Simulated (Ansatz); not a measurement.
# A basis-limit estimate, worked out

An elementary step of ZrH$_{2}$Cl$_{4}$, closed shell (ZrCl₄ ([Cl][Zr]([Cl])([Cl])[Cl]) + H₂ → ZrHCl₃ ([Cl][ZrH]([Cl])[Cl]) + HCl (still joined by a long Zr–Cl bond); bonds formed: Zr1–H7, Cl2–H6; bonds broken: H6–H7; bonds weakened to dative contacts: Zr1–Cl2). “Start” is the structure reached by relaxing down from the saddle towards the reactants; PBE0-D4/def2-TZVP structures. The saddle:

Zr1  (-0.314, 0.449, -0.392)
Cl2  (0.730, -2.051, 0.752)
Cl3  (0.923, -0.164, -2.269)
Cl4  (-2.389, -0.562, -0.068)
Cl5  (-0.775, 2.698, -0.669)
H6  (1.131, -1.070, 1.500)
H7  (0.694, 0.700, 1.145)
(Å)

Ansatz 0.2.0; basis: def2-TZVPP and def2-QZVPP; cores frozen in the correlated methods. Core potentials replace the inner electrons of the atoms past krypton.

Energies in eV:

| quantity | saddle | start |
| --- | --- | --- |
| Hartree–Fock, triple zeta (X = 3) | -51320.35377 | -51322.25551 |
| Hartree–Fock, quadruple zeta (X = 4) | -51321.86160 | -51323.77746 |
| MP2 correlation, X = 3 | -30.72155 | -30.69980 |
| MP2 correlation, X = 4 | -34.27218 | -34.26012 |
| CCSD(T) correlation, X = 3 | -33.87711 | -33.74426 |

Problem. Work out the barrier at the basis limit: extrapolate Hartree–Fock as E(X) = E∞ + A exp(−7.88 √X) and the MP2 correlation as E(X) = E∞ + B X^−2.97 (the exponents that Neese and Valeev fitted for def2-TZVPP and QZVPP), then add CCSD(T) − MP2 in triple zeta.

Solution. Each step is linear, so take the differences first (saddle − start): Hartree–Fock 1.90174 (X = 3) and 1.91586 (X = 4); MP2 correlation -0.02175 and -0.01206; CCSD(T) correlation -0.13285.
Two points give E∞ = E(4) + w [E(4) − E(3)], with w = 1/(exp(7.88 (2 − √3)) − 1) = 0.1377 for Hartree–Fock and w = 1/((4/3)^2.97 − 1) = 0.7407 for the correlation.
Hartree–Fock: 1.91586 + 0.1377 × 0.01412 = 1.9178 eV.
MP2 correlation: -0.01206 + 0.7407 × 0.00969 = -0.0049 eV.
CCSD(T) − MP2: -0.13285 − (-0.02175) = -0.1111 eV.
Sum: 1.9178 + (-0.0049) + (-0.1111) = 1.8018 eV, or 41.55 kcal/mol. Plain CCSD(T) in triple zeta gives 1.7689 eV, so the larger basis shifts the result by 0.0329 eV.

No T1 diagnostic of these runs exceeds 0.017.

Labels in which every atom is bracketed show which atoms are joined, not bond orders.

For scale, one of the runs: CCSD(T)/def2-TZVPP, 252 basis functions, launched by `ansatz run in.yaml --threads 8 --pin off --events-out ev --progress --plain --max-ram 19148MiB`. The run took 2.1 min on 8 CPU threads of an Arm Neoverse V2 (shared host), with 5.5 GiB of host memory at its peak.
